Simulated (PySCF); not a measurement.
Sb(Cl)(TeH)2 (ClH₂SbTe₂), SMILES [Cl][Sb]([TeH])[TeH].

Geometry: PBE0-D3(BJ)/def2-SVP. A frequency run showed that this geometry is not a minimum. The structure was generated by enumeration; whether it is a known compound was not checked. The def2 effective core potentials stand for the cores of Sb, Te; spin–orbit coupling is left out.

All values below come from PBE/def2-TZVP run with PySCF.

Symmetry labels are those of the subgroup Cs that the program uses (full group Cs).

Computed valence orbital energies around the gap with their symmetry:
| orbital | symmetry | energy (eV) |
|---|---|---|
| HOMO−7 | A" | -8.92 |
| HOMO−6 | A' | -8.88 |
| HOMO−5 | A" | -8.25 |
| HOMO−4 | A' | -7.87 |
| HOMO−3 | A" | -7.10 |
| HOMO−2 | A' | -6.51 |
| HOMO−1 | A' | -5.97 |
| HOMO | A" | -5.65 |
| LUMO | A' | -2.70 |
| LUMO+1 | A" | -2.69 |
| LUMO+2 | A' | -2.35 |
| LUMO+3 | A' | -1.78 |
